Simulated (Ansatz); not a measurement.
Mulliken charges of `F[CH2][AlH][GeH3]` from PBE/def2-TZVPP in Ansatz (PBE0-D4/def2-TZVP geometry).

```tsv
atom	x (Å)	y (Å)	z (Å)	charge (e)
F1	-1.989	0.960	0.269	-0.218
C2	-0.803	1.704	0.285	-0.097
Al3	0.783	0.546	0.019	0.375
Ge4	0.452	-1.888	-0.278	-0.099
H5	-0.883	2.475	-0.493	0.085
H6	-0.761	2.246	1.239	0.085
H7	2.207	1.256	0.008	-0.107
H8	1.773	-2.668	-0.411	-0.009
H9	-0.320	-2.498	0.908	-0.007
H10	-0.377	-2.184	-1.544	-0.008
```

Problem. By hand: the dipole of these point charges (1 e Å = 4.8032 D).

Solution. Σ q r = (0.374, 0.343, 0.021) e Å, of length 0.508 e Å = 2.44 D.

Problem. How does the dipole of the full density compare? (Estimate.)

Solution. Computed: (0.218, 0.248, 0.019) e Å, 1.59 D; the point charges give 1.53 times that, at 6° from its direction.

Point charges leave out the atoms' own dipoles, such as those of lone pairs, and Mulliken's split depends on the basis, so the two needn't agree.
